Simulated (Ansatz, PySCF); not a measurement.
Reaction (SMILES): C[Si](C)(C)N -> [CH2][Si](C)(C)N + H atom (the C-H bond at the site shown breaks; other sites are not compared here)
Each molecule is optimised on its own at B3LYP-D3(BJ)/def2-TZVP (Ansatz, a first-principles code), one conformer each, not searched for the lowest. Frequencies are from Ansatz or PySCF.

Quantity: bond dissociation energy (enthalpy at 298 K, with B3LYP-D3(BJ) rigid-rotor harmonic-oscillator terms), in eV. Valence correlation only, unless marked. UHF or UKS for open shells. Spin-orbit coupling is left out. No relativistic terms. CBS marks a two-point X^-3 extrapolation of the correlation energy; Hartree-Fock from the larger set.

```
level           program  bond dissociation energy (eV)
--------------  -------  -----------------------------
HF/cc-pV(D+d)Z   Ansatz                           3.19
```

Problem. Predict the CCSD(T)/CBS(cc-pV(T+d)Z,cc-pV(Q+d)Z) result (Ansatz).

Solution. 4.39 eV
